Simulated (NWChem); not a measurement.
CH3FTe; SMILES C[Te]F

All runs: NWChem. def2 effective core potentials on Te; no spin-orbit coupling. Each level has its own optimisation; frequencies are unscaled.

```json
[
 {"level": "Hartree-Fock/STO-3G (all-electron, non-relativistic)", "r F–Te (Å)": "1.957", "r C–Te (Å)": "2.123", "highest harmonic frequency (cm⁻¹)": "3767", "lowest (cm⁻¹)": "44", "zero-point energy (kcal/mol)": "28.8"},
 {"level": "BLYP/def2-SVP (core potentials)", "r F–Te (Å)": "1.984", "r C–Te (Å)": "2.189", "highest harmonic frequency (cm⁻¹)": "3104", "lowest (cm⁻¹)": "65", "zero-point energy (kcal/mol)": "22.8"},
 {"level": "PBE-D3(BJ)/def2-SVP (core potentials)", "r F–Te (Å)": "1.972", "r C–Te (Å)": "2.159", "highest harmonic frequency (cm⁻¹)": "3130", "lowest (cm⁻¹)": "68", "zero-point energy (kcal/mol)": "23.0"}
]
```
